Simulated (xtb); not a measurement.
Species: H₃BS₂, SMILES `SBS` (charge 0, multiplicity 1).

Give a relaxed geometry from GFN2-xTB in xtb.

This is not unique; one that fits is the end point of this relaxation, one of several conformers (outside a Z-matrix the atoms follow the SMILES, hydrogens last).
Z-matrix (Å, degrees):
```
B
H 1 1.1656
S 1 1.7771 2 117.10
H 3 1.3339 1 99.83 2 -179.82
S 1 1.7773 2 117.10 3 -179.80
H 5 1.3338 1 99.83 2 179.80
```
